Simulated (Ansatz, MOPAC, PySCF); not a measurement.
Molecule: GeBr, net charge 0, doublet state. SMILES: [Ge][Br]
Structure (B3LYP-D3(BJ)/def2-TZVP (Ansatz, a first-principles code) minimum search):
```xyz
2

Ge     0.0000     0.0000    -1.2291
Br     0.0000     0.0000     1.1237
```
Charge 0, spin multiplicity 2.

Unscaled harmonic wavenumbers (cm⁻¹) in rising order, each level at the stationary point that it reaches from this structure (no distance between atoms moves by over 0.3 Å); the order of modes can differ between levels, and a negative number is imaginary. B3LYP-D3(BJ)/def2-TZVP (PySCF, at the structure above): 283.

AM1 (MOPAC): 324. Zero-point energy 0.5 against 0.4 kcal/mol.

PM6 (MOPAC): 240. Zero-point energy 0.3 against 0.4 kcal/mol.

PM7 (MOPAC): 270. Zero-point energy 0.4 against 0.4 kcal/mol.

HF/3-21G (Ansatz): 270. Zero-point energy 0.4 against 0.4 kcal/mol.
